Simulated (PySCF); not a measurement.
**Question.** Write Cartesian coordinates for [SbCl6]-, `[Cl][Sb-]([Cl])([Cl])([Cl])([Cl])[Cl]` as optimised with PBE0-D3(BJ)/def2-SVP. (Charge -1.)

**Answer.** 
```xyz
7
SbCl6 angstrom
Sb     0.013   -0.015   -0.010
Cl    -0.003   -0.026    2.390
Cl     0.024   -0.002   -2.410
Cl     2.412    0.010    0.007
Cl    -2.387   -0.039   -0.032
Cl    -0.010    2.385    0.005
Cl     0.041   -2.415   -0.018
```

Any rigid rotation of these coordinates is as good. Atoms count from 1 in this order. Sb1 (antimony bonded to 6 Cl) is octahedral (the three widest angles are 179.9°, 179.9° and 179.8°, the others run from 89.7° to 90.1°). All 6 Cl–Sb bonds measure 2.399 to 2.400 Å.

Bonds between heavy atoms (Å): Sb1–Cl2 2.400, Sb1–Cl3 2.400, Sb1–Cl4 2.399, Sb1–Cl5 2.400, Sb1–Cl6 2.400, Sb1–Cl7 2.400.

Theory: PBE0-D3(BJ)/def2-SVP geometry optimisation, gas phase, def2 core potentials past Kr (PySCF).

Point group: Oh (tolerance 0.08 Å). Whether it is a minimum is left open (no frequencies). The geometry's basis has no diffuse functions, a weakness for an anion.
